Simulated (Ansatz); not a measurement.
Reaction (silylene formation by 1,1-elimination): `OC[SiH2][AsH2]` → `OC[AsH2]` + `[SiH2]`

Gas-phase electronic energies from Ansatz, PBE0-D4/def2-TZVP geometries. CCSD(T)/CBS adds triple-zeta CCSD(T) − MP2 to the extrapolated MP2 energy (def2 sets, frozen cores). This one scheme is used for every species. DFT in def2-TZVPP. For As outer-core shells are correlated without core-valence functions, which leaves a few kJ/mol of doubt a bond. Scalar relativity is left out up to krypton. One conformer a species, not always the lowest.

**Question.** Is it downhill or uphill in electronic energy at CCSD(T)/CBS, and by how much? (Best estimate.)

**Answer.** Computed: Uphill: ΔE = +288.2 kJ/mol.

**Question.** What do these levels give: r2SCAN-D4, B97M-V, BHLYP-D4, B2PLYP, r2SCAN, PBE0, BHLYP, CAM-B3LYP, HF/def2-SVP, MP2/def2-TZVPP, CCSD(T)/def2-TZVPP, CCSD/CBS(def2)? (Estimate.)

**Answer.** The calculation gave: r2SCAN-D4 308.7, B97M-V 281.2, BHLYP-D4 293.3, B2PLYP 279.8, r2SCAN 306.3, PBE0 296.0, BHLYP 280.4, CAM-B3LYP 280.7, HF/def2-SVP 262.3, MP2/def2-TZVPP 298.8, CCSD(T)/def2-TZVPP 277.7, CCSD/CBS(def2) 284.0 kJ/mol.

Largest T1 diagnostic among the species: 0.014.

Leaving LDA and LC-ωPBE aside and taking each functional with its dispersion term where it has one, the values, not all of them listed here, spread over 43.2 kJ/mol, from BLYP-D4 to r2SCAN0-D4. LDA lies +35.6 kJ/mol from PBE without D4. The D4 term adds +14.1 kJ/mol with B3LYP and +7.9 kJ/mol with PBE0; it sums over pairs of atoms, weighted by their polarisabilities, and B3LYP, whose exchange is more repulsive, gets the larger term.

B3LYP here is the variant with VWN-RPA as its local correlation; programs differ in this.
